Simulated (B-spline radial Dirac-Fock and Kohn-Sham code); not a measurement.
Binding energies of V at several levels of theory

System: the V atom, [Ar] 3d3 4s1 4p1 (not the ground configuration).

The density-functional columns are spherical, spin-unpolarised Dirac-Kohn-Sham results without Breit or QED terms: −ε is minus the orbital energy of the initial state and ΔSCF the difference of two total energies. The reference in the last column comes from multi-electron Dirac-Fock with separately optimised hole states, Breit and Lamb-shift corrections added in first order. All numbers are from an atomic code on a B-spline grid, in eV; a selection of levels is shown. The Kohn-Sham columns are given as differences from the reference.

```csv
level,LDA −ε − DF,LDA ΔSCF − DF,Dirac-Fock
1s,-126.3,+8.2,5477.9
2s,-39.9,-18.5,642.2
2p1/2,-25.4,+0.1,534.2
2p3/2,-25.6,-0.4,527.3
3p1/2,-6.9,-0.1,52.86
3p3/2,-7.0,-0.1,52.05
3d,-3.8,+1.9,10.54
4s,-2.0,+1.1,7.65
4p,-1.7,+0.7,3.87
```

Values without a named source are computed, but for edge energies of neutral atoms, which are taken from tables.
